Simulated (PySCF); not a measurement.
C5H14O2Si2, SMILES [SiH2](C(C)(C)C)[SiH2]C(=O)O, GFN2-xTB optimised geometry.

```
23

C     -0.41    -1.10     1.25
C      0.09    -0.37     0.00
C     -0.40    -1.11    -1.24
C      1.62    -0.37     0.00
Si    -0.57     1.44     0.00
Si    -0.24     2.49     2.05
C      1.52     2.15     2.70
O      2.52     2.74     2.38
O      1.56     1.12     3.55
H     -1.50    -1.11     1.28
H     -0.04    -0.63     2.15
H     -0.07    -2.14     1.24
H     -0.02    -2.13    -1.26
H     -0.07    -0.61    -2.15
H     -1.49    -1.16    -1.26
H      2.00    -1.39     0.03
H      2.01     0.11    -0.89
H      2.01     0.16     0.87
H     -2.01     1.39    -0.30
H      0.05     2.14    -1.13
H     -1.11     2.03     3.14
H     -0.34     3.95     1.98
H      2.47     0.95     3.87
```

Density from PySCF with PBE/def2-SVP at that geometry.

Minimum of the electron density along straight lines between bonded atoms, close to the bond critical point (lines longer than 1.1 times the sum of covalent radii, or with two minima, are not listed):

| bond | length / Å | ρ at the minimum / e bohr⁻³ | ∇²ρ there / e bohr⁻⁵ | position (fraction from the first atom) |
|---|---|---|---|---|
| C1–C2 | 1.529 | 0.239 | -0.51 | 0.50 |
| C2–C3 | 1.529 | 0.238 | -0.51 | 0.50 |
| C2–C4 | 1.529 | 0.239 | -0.51 | 0.50 |
| C2–Si5 | 1.928 | 0.109 | 0.25 | 0.62 |
| Si6–C7 | 1.914 | 0.108 | 0.31 | 0.38 |
| C7–O8 | 1.206 | 0.413 | 0.40 | 0.33 |
| C7–O9 | 1.343 | 0.298 | -0.30 | 0.34 |
| C1–H10 | 1.089 | 0.274 | -0.98 | 0.63 |
| C1–H11 | 1.089 | 0.274 | -0.99 | 0.63 |
| C1–H12 | 1.090 | 0.272 | -0.97 | 0.63 |
| C3–H13 | 1.090 | 0.272 | -0.97 | 0.63 |
| C3–H14 | 1.088 | 0.274 | -0.99 | 0.63 |
| C3–H15 | 1.088 | 0.275 | -0.99 | 0.63 |
| C4–H16 | 1.090 | 0.272 | -0.97 | 0.63 |
| C4–H17 | 1.088 | 0.274 | -0.99 | 0.63 |
| C4–H18 | 1.088 | 0.274 | -0.99 | 0.63 |
| Si5–H19 | 1.473 | 0.114 | 0.31 | 0.49 |
| Si5–H20 | 1.471 | 0.114 | 0.31 | 0.49 |
| Si6–H21 | 1.467 | 0.115 | 0.30 | 0.49 |
| Si6–H22 | 1.465 | 0.116 | 0.31 | 0.49 |
| O9–H23 | 0.973 | 0.343 | [?] | 0.81 |

Problem. What belongs in the gaps?

Solution. 
- O9–H23, ∇²ρ there / e bohr⁻⁵: -2.16
